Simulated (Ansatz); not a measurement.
`C[C](=N)[GeH2][OH]`, relaxed with RKS PBE0-D4/def2-TZVP in the Gaussian-basis code of Ansatz from a PBE-D4/def2-SVP geometry. The force threshold is 0.005 eV/Å; the program also tests the step.

The species carries charge 0 and has multiplicity 1.

Start:

```xyz
12

C     0.347    1.835   -0.449
C     0.409    0.333   -0.466
N     1.208   -0.296   -1.245
Ge   -0.776   -0.729    0.740
O    -0.349   -2.396    0.161
H     0.583    2.228    0.564
H     1.067    2.252   -1.180
H    -0.676    2.190   -0.696
H     1.096   -1.322   -1.105
H    -2.296   -0.490    0.516
H    -0.428   -0.602    2.256
H    -0.186   -3.002    0.905
```

```tsv
step	energy (eV)	largest force (eV/Å)	largest move (Å)
1	-62232.1324	1.004	0.000
2	-62232.1822	0.279	0.058
3	-62232.1883	0.103	0.028
4	-62232.1900	0.076	0.029
5	-62232.1910	0.031	0.011
6	-62232.1912	0.019	0.007
7	-62232.1913	0.008	0.006
8	-62232.1913	0.006	0.003
9	-62232.1914	0.010	0.008
10	-62232.1914	0.025	0.015
11	-62232.1915	0.057	0.020
12	-62232.1915	0.051	0.008
13	-62232.1916	0.005	0.013
14	-62232.1916	0.002	0.013
15 (rejected)	-62232.1916	0.060	0.040
16	-62232.1917	0.009	0.019
17	-62232.1917	0.018	0.015
18	-62232.1917	0.007	0.001
19	-62232.1917	0.002	0.002
```

End:

```xyz
12

C     0.328    1.817   -0.445
C     0.422    0.327   -0.468
N     1.226   -0.258   -1.249
Ge   -0.734   -0.733    0.735
O    -0.335   -2.392    0.206
H     0.555    2.203    0.554
H     1.027    2.248   -1.164
H    -0.688    2.143   -0.687
H     1.170   -1.274   -1.147
H    -2.237   -0.472    0.519
H    -0.383   -0.575    2.230
H    -0.350   -3.035    0.917
```

It took 85 s on 4 threads of an Arm Neoverse V1 on a shared host, with 0.63 GiB of host memory at the peak.
